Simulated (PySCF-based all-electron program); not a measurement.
Values are calculated unless marked as measured or tabulated.
# BeH, doublet: squeezing and stretching

Method: all-electron DFT (in-house code on PySCF), basis-limit composite values; the spin-free Dirac equation, no spin–orbit coupling, spin-unrestricted, lowest state found (another of this spin can lie close). Forces are good to about 0.004 eV/Å. A positive force pushes the atoms apart.

```csv
r (Å),PBE (eV/Å),r2SCAN (eV/Å)
1.2087,2.695,2.654
1.343,0.150,?
1.4773,-1.260,?
```

Fill in the missing r2SCAN forces.

1.343 Å: 0.085 eV/Å; 1.4773 Å: -1.338 eV/Å.

Between which listed lengths does the r2SCAN force vanish, and at which of the two is it smaller?

Between 1.343 and 1.477 Å. The force is smaller at 1.343 Å.
